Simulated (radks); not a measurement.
Ga4+, configuration [Ne] 3s2 3p5.75 3d9 4d0.25 (fractional occupations, a model configuration).

All-electron calculation, non-relativistic Kohn-Sham, SOGGA, spin-unpolarised, spherical densities, point nucleus. Program: a radial shooting solver on a logarithmic mesh with Libxc functionals.

Energy parts (eV):
part                       energy
total                  -52170.994
kinetic                 52138.602
electron-nucleus      -123289.819
Hartree                 20917.245
exchange-correlation    -1937.022

Orbitals (lengths in bohr, moments of r in powers of bohr):
orbital  occ.  eigenvalue (eV)      <r>     <r^2>   <1/r>
1s          2        -10147.59  0.04945  0.003277   30.49
2s          2        -1294.831   0.2217   0.05787   6.674
2p          6        -1154.905   0.1923   0.04524   6.645
3s          2        -204.3858   0.6563    0.4960   2.158
3p       5.75        -158.7022   0.6726    0.5309   2.041
3d          9         -79.6391   0.7321    0.6700   1.755
4s          0         -51.3931    1.818     3.724  0.7291
4p          0         -41.0063    2.043     4.723  0.6429
4d       0.25         -26.1514    2.707     8.352  0.4855

The highest occupied level is 4d at -26.151 eV. The configuration is held as typed, so some empty levels lie below it. Summed over all electrons, <r^2> = 12.56 bohr^2, which gives a Langevin (diamagnetic) susceptibility term of -9.94 x 10^-6 cm^3/mol. Virial ratio -V/T = 2.00062. The electron density at the nucleus is 2.037e+04 e/bohr^3. The density falls to 0.001 e/bohr^3 at r = 2.90 bohr.
